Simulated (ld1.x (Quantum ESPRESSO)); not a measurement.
## Cutoff test, K, TM

K, norm-conserving Troullier–Martins (Kleinman–Bylander form), made with ld1.x (Quantum ESPRESSO) 7.5 (PBE, scalar-relativistic). Core [Ar], reference 4s1 4p0. Waves: 4s (bound): rc 2.90 bohr; 4p (bound, empty): rc 3.30 bohr; 3d channel at 0.1 Ry: rc 2.60 bohr. Local part: all-electron potential smoothed inside 2.30 bohr (lloc = -2). Core correction: none.

The pseudo-atom Hamiltonian at the reference potential is diagonalised in spherical Bessel functions j_l(qr) that vanish at 20 bohr, with q² up to the cutoff. All-electron valence levels (Ry): 4s -0.1704, 4p -0.0591.

Task: How do the lowest levels (Ry) of each channel move with the cutoff, and are there ghosts?

Result:

```csv
cutoff (Ry),s #1,s #2,p #1,p #2,d #1,d #2,f #1,f #2,Σ f·Δε (mRy)
8,-0.1699,0.0071,-0.0583,0.0506,0.0194,0.1027,0.0843,0.2027,0.5
10,-0.1701,0.0070,-0.0587,0.0502,0.0187,0.1006,0.0843,0.2027,0.3
12,-0.1701,0.0069,-0.0588,0.0502,0.0178,0.0976,0.0843,0.2027,0.3
400,-0.1704,0.0068,-0.0588,0.0501,0.0126,0.0831,0.0843,0.2027,0.0
```

Result: no extra level below or beside the all-electron valence levels (s, p, d, f tested); 10 mRy is reached at 6 Ry and 1 mRy at 8 Ry.
